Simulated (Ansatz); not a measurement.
N (SMILES [N]), quartet; B3LYP/6-311G** (Ansatz, a program for electronic structure).

Ansatz was given this input:
Ansatz 0.2 input:
```yaml
crystal:
  periodic: [false, false, false]
  atoms:
    - {symbol: N, position_ang: [0.00000000, 0.00000000, 0.00000000]}
basis:
  gaussian:
    orbitals: 6-311G__.json
    fitting: {mean_field: cc-pVTZ-JKFIT}
hamiltonian:
  xc: b3lyp
magnetization: {spin_polarized: true, initial_magnetization: 3}
```
The basis file holds 6-311G** in the JSON format of the Basis Set Exchange.

### Question
Write the output that Ansatz gives for this input, abridged.

### Answer

```
Functional definition: B3LYP
79 factors; integrals over basis functions are off by at most 1.1e-1 eV
mean field evaluation 1: about -1485.5506 eV, gradient 6.3e0 eV
mean field evaluation 2: about -1485.6440 eV, gradient 3.8e0 eV
mean field evaluation 4: about -1485.7022 eV, gradient 3.3e-3 eV
mean field evaluation 8: about -1485.7020 eV, gradient 3.2e-5 eV
mean field -1485.70198527 eV, -54.5985409137 hartree, gradient 3.2e-5 eV, S^2 3.752497; 0 other end points of the search recorded, 0 dependent functions left out
reference -1485.70210702 eV, -54.5985453879 hartree; 5, 2 occupied and 13, 16 virtual orbitals, 79 factors
Total energy: -1485.70210702 eV, -54.5985453879 hartree
```
